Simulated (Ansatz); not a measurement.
Mulliken charges of C2H3AlN (`[CH3][Al][C]#N`) radical from ωB97M-V/def2-TZVPP in Ansatz (PBE0-D4/def2-TZVP geometry).

| atom | x (Å) | y (Å) | z (Å) | charge (e) |
| --- | --- | --- | --- | --- |
| C1 | -0.673 | 0.886 | -0.395 | -0.469 |
| Al2 | 0.923 | 0.335 | 0.590 | 0.425 |
| C3 | 1.255 | -1.588 | 0.707 | -0.279 |
| N4 | 1.516 | -2.709 | 0.817 | -0.040 |
| H5 | -0.405 | 1.538 | -1.232 | 0.116 |
| H6 | -1.348 | 1.455 | 0.250 | 0.116 |
| H7 | -1.206 | 0.015 | -0.784 | 0.131 |

By hand: the dipole of these point charges (1 e Å = 4.8032 D).

Σ q r = (-0.064, 0.627, -0.011) e Å, of length 0.630 e Å = 3.03 D.

How does the dipole of the full density compare? (Best estimate.)

The calculation gave: (-0.232, 0.844, -0.105) e Å, 4.23 D; the point charges give 0.72 times that, at 11° from its direction.

Point charges leave out the atoms' own dipoles, such as those of lone pairs, and Mulliken's split depends on the basis, so the two needn't agree.
